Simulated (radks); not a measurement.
Values are calculated unless marked as measured or tabulated.
Problem. Neutral arsenic, [Ar] 3d10 4s2 4p3. Code: a radial shooting solver on a logarithmic mesh with Libxc functionals. Model: non-relativistic Kohn-Sham, exchange-only PBE, spin-polarised, spherical densities, point nucleus. Every spin shell is full or empty, so the densities are truly spherical. Functionals are evaluated on that one density, not self-consistently. Rank these exchange functionals by their error against the exact value of the orbitals, and give that value: LDA, PBE, PW86, SOGGA, EV93, APBE, r2SCAN, TASK, MVS.

Solution. Exact: -81.3416 hartree. From best to worst, with 100 (|E| - |E exact|)/|E exact| (equal figures are ties): r2SCAN +0.08, MVS +0.12, EV93 +0.21, PW86 +0.23, PBE -0.28, APBE +0.59, TASK -2.44, SOGGA -2.49, LDA -5.61.
